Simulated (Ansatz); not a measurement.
C₂H₆Sn⁻, that is SnMe2 with one electron more. The state is a doublet with charge -1. Geometry PBE0-D4/def2-TZVP, that of the neutral singlet; atoms count from 1.

Cartesian coordinates in Å:
```
Sn -0.978 0.143 -1.166
C 1.140 -0.396 -1.033
H 1.245 -1.296 -0.417
H 1.691 0.405 -0.528
H 1.592 -0.580 -2.008
C -1.167 0.399 1.002
H -0.489 1.194 1.328
H -0.853 -0.519 1.509
H -2.181 0.650 1.312
```

In the def2 sets Sn takes a core potential; there is no spin–orbit coupling. The highest occupied level of the charge -1 doublet lies above zero (up to 1.02 eV). By energy differences its removal costs 0.69 eV (vertical, to the charge 0 singlet, at PBE0-D4/def2-TZVPD); a positive level beside a positive removal energy at the same level points to self-interaction error.

(1) Estimate the Mulliken populations from the PBE0/def2-TZVPD orbitals of Ansatz.

(2) Where does the spin sit?

(3) And the Mayer bond orders between bonded heavy atoms (over 0.3)?

## Answers

(1) 
```json
{"atom": "Sn1", "charge (e)": "-0.32", "spin (α − β)": "1.15"}
{"atom": "C2", "charge (e)": "-0.91", "spin (α − β)": "-0.09"}
{"atom": "H3", "charge (e)": "0.19", "spin (α − β)": "0.02"}
{"atom": "H4", "charge (e)": "0.18", "spin (α − β)": "0.01"}
{"atom": "H5", "charge (e)": "0.20", "spin (α − β)": "-0.02"}
{"atom": "C6", "charge (e)": "-0.91", "spin (α − β)": "-0.09"}
{"atom": "H7", "charge (e)": "0.19", "spin (α − β)": "0.02"}
{"atom": "H8", "charge (e)": "0.18", "spin (α − β)": "0.01"}
{"atom": "H9", "charge (e)": "0.20", "spin (α − β)": "-0.02"}
```
Mulliken values and Mayer orders depend strongly on the basis. With diffuse functions, as here, like atoms can get unlike values, and bond orders can come out too low or too high.

(2) Summed by element: Sn 1.15, C -0.18, H 0.03, of 1 unpaired in all. Largest on single atoms: Sn1 1.15, C6 -0.09, C2 -0.09.

(3) Sn1–C2 0.72 (2.19 Å); Sn1–C6 0.72 (2.19 Å).
